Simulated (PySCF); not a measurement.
**Silicon: a sound run and one with changed settings**

Sound run: Si⁺ [Ne] 3s2 3p1, Si²⁺ [Ne] 3s2. All numbers are calculated (PySCF 2.14, scalar relativity by spin-free X2C-1e, in x2c-SVPall (4s3p1d, 18 functions)). In the sound run the correlated levels freeze [Ne]. The sound run starts from symmetry-adapted Hartree-Fock orbitals and uses a fine grid where one is needed.

Changed run: no relativity, point nucleus. This setting is unsound on purpose.

```json
{"species": "Si⁺", "method": "UHF", "sound run (hartree)": "-289.06759", "changed run (hartree)": "-288.41087", "converged": "yes"}
{"species": "Si⁺", "method": "M06-2X", "sound run (hartree)": "-289.56887", "changed run (hartree)": "-288.91231", "converged": "yes"}
{"species": "Si⁺", "method": "M06-L", "sound run (hartree)": "-289.55883", "changed run (hartree)": "-288.90232", "converged": "yes"}
{"species": "Si⁺", "method": "MP2", "sound run (hartree)": "-289.10280", "changed run (hartree)": "-288.44607", "converged": "yes"}
{"species": "Si⁺", "method": "CCSD(T)", "sound run (hartree)": "-289.12116", "changed run (hartree)": "-288.46450", "converged": "yes"}
{"species": "Si²⁺", "method": "UHF", "sound run (hartree)": "-288.48737", "changed run (hartree)": "-287.83065", "converged": "yes"}
{"species": "Si²⁺", "method": "M06-2X", "sound run (hartree)": "-288.97685", "changed run (hartree)": "-288.32027", "converged": "yes"}
{"species": "Si²⁺", "method": "M06-L", "sound run (hartree)": "-288.96562", "changed run (hartree)": "-288.30913", "converged": "yes"}
{"species": "Si²⁺", "method": "MP2", "sound run (hartree)": "-288.51665", "changed run (hartree)": "-287.85995", "converged": "yes"}
{"species": "Si²⁺", "method": "CCSD(T)", "sound run (hartree)": "-288.53082", "changed run (hartree)": "-287.87420", "converged": "yes"}
```

Ionisation energy of Si⁺:

```json
{"method": "UHF", "sound run (eV)": "15.789", "changed run (eV)": "15.788"}
{"method": "M06-2X", "sound run (eV)": "16.110", "changed run (eV)": "16.110"}
{"method": "M06-L", "sound run (eV)": "16.142", "changed run (eV)": "16.141"}
{"method": "MP2", "sound run (eV)": "15.950", "changed run (eV)": "15.949"}
{"method": "SCS-MP2", "sound run (eV)": "15.932", "changed run (eV)": "15.931"}
{"method": "CCSD", "sound run (eV)": "16.046", "changed run (eV)": "16.045"}
{"method": "CCSD(T)", "sound run (eV)": "16.064", "changed run (eV)": "16.063"}
```

Most of the change in total energy is the relativistic energy itself. On top of that the contraction fixes the core shape for the Hamiltonian it was made with, so the changed run is not a good calculation with the other Hamiltonian either.

For comparison, NIST gives 16.346 eV between the lowest levels.
